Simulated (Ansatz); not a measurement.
Geometry optimisation, RKS PBE-D4/STO-3G (Ansatz).

The input (input.yaml):

```yaml
crystal:
  periodic: [false, false, false]
  atoms:
    - { symbol: "N", position_ang: [-0.0804, 0.7425, 1.3678] }
    - { symbol: C, position_ang: [0.5951, 0.0055, 0.4898] }
    - { symbol: O, position_ang: [0.08733, -0.31883, -0.54162] }
    - { symbol: Si, position_ang: [2.35891, -0.60125, 0.74735] }
    - { symbol: F, position_ang: [2.85152, -0.00107, 2.2304] }
    - { symbol: H, position_ang: [0.3039, 1.0947, 2.222] }
    - { symbol: H, position_ang: [-1.0523, 1.0829, 1.1644] }
    - { symbol: H, position_ang: [2.51544, -2.06877, 0.80799] }
    - { symbol: H, position_ang: [3.30081, 0.0321, -0.21451] }
basis:
  gaussian: { orbitals: STO-3G }
hamiltonian:
  xc: pbe
  dispersion: d4
relax:
  f_tol: 0.015
  max_steps: 40
output:
  orbitals: {}
```

Command:

```bash
$ ansatz run input.yaml --threads 1 --pin off --max-ram 2048MiB --backend cpu --events-out ev --progress --plain --runs-dir out
```

**Question.** Where does it end, and by what steps?

**Answer.** It converged. Limits of this set-up: minimal basis. After 14 steps the energy has fallen by 1.212 eV; H6 moved furthest, 0.71 Å.

| step | energy less start (eV) | largest force component (eV/Å) | accepted |
| --- | --- | --- | --- |
| 0 | 0.0000 | 7.447 | yes |
| 1 | -0.8926 | 1.187 | yes |
| 2 | -0.9404 | 0.498 | yes |
| 3 | -0.9589 | 0.441 | yes |
| 4 | -0.9784 | 0.278 | yes |
| 5 | -1.0323 | 0.437 | yes |
| 6 | -1.1175 | 0.463 | yes |
| 7 | -1.1677 | 0.391 | yes |
| 8 | -1.1099 | 1.499 | no |
| 9 | -1.2072 | 0.204 | yes |
| 10 | -1.2029 | 0.368 | no |
| 11 | -1.2110 | 0.106 | yes |
| 12 | -1.2122 | 0.036 | yes |
| 13 | -1.2123 | 0.021 | yes |
| 14 | -1.2123 | 0.003 | yes |

```xyz
9
Properties=species:S:1:pos:R:3
N -0.018 0.490 1.461
C 0.458 -0.063 0.230
O -0.177 -0.206 -0.852
Si 2.293 -0.534 0.749
F 2.314 0.357 2.202
H 0.865 0.688 2.082
H -0.802 1.191 1.430
H 2.580 -1.932 1.078
H 3.367 -0.023 -0.104
```

Whether the end is a true minimum wasn't checked by a vibrational analysis.

The run took 40 s on 1 thread of Arm Neoverse V2, with other jobs on the host, peak memory 0.18 GiB.
